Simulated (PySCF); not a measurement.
Ligands exchanged one at a time, Sn OCH3-H. All species are isolated molecules in the gas phase. One relaxed conformer stands for each flexible species; it need not be the lowest. Strings in code marks are SMILES.

These are B3LYP-D3(BJ)/def2-TZVP // B3LYP-D3(BJ)/def2-SVP (PySCF) values and carry that method's errors. B3LYP has the VWN-RPA correlation part, as in Gaussian. Delta-SCF ions had no search for a lower state. Excitations are Tamm–Dancoff values on a coarser integration grid. The basis has no diffuse functions, so Rydberg states are missing or too high.

```csv
species,brightest of the four lowest singlets (TDA) (eV),HOMO (eV),S1 oscillator strength,vertical ionisation energy (Delta-SCF) (eV)
0 of 4 OCH3 replaced by H,[?],-7.71,0.000,9.46
1 of 4 OCH3 replaced by H (`C[O][SnH]([O]C)[O]C`),5.80,[?],0.007,9.41
"2 of 4 OCH3 replaced by H (`C[O][SnH2][O]C` (C–O–Sn–O torsion 60°, O–Sn–O–C torsion 60°))",–,[?],[?],9.42
3 of 4 OCH3 replaced by H (`C[O][SnH3]`),6.20,-7.21,0.004,9.59
4 of 4 OCH3 replaced by H (`[SnH4]`),–,-8.96,–,11.49
```

Problem. Fill in the missing entries.

Solution. 
- 0 of 4 OCH3 replaced by H, brightest of the four lowest singlets (TDA) (eV): 4.74
- 1 of 4 OCH3 replaced by H (`C[O][SnH]([O]C)[O]C`), HOMO (eV): -7.50
- 2 of 4 OCH3 replaced by H (`C[O][SnH2][O]C` (C–O–Sn–O torsion 60°, O–Sn–O–C torsion 60°)), HOMO (eV): -7.36
- 2 of 4 OCH3 replaced by H (`C[O][SnH2][O]C` (C–O–Sn–O torsion 60°, O–Sn–O–C torsion 60°)), S1 oscillator strength: 0.014
